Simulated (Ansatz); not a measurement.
F2Zn (SMILES [F][Zn][F]) moved off its minimum; all values from Ansatz (a quantum-chemistry and plane-wave program), cores frozen in correlated methods.
(charge 0, multiplicity 1)
```xyz
3

Zn    -0.12309     0.02403     0.09055
F     -0.02728    -0.09906     1.72884
F      0.09553     0.00448    -1.74097
```

Q: Give the forces (eV/Å), the total energy and the dipole at CCSD(T)/def2-TZVPPD.

A: 
```csv
atom,Fx,Fy,Fz
Zn1,0.409,0.037,-4.985
F2,-0.007,-0.136,2.976
F3,-0.402,0.100,2.009
```
Energy -1977.8144 hartree, dipole 1.20 D.
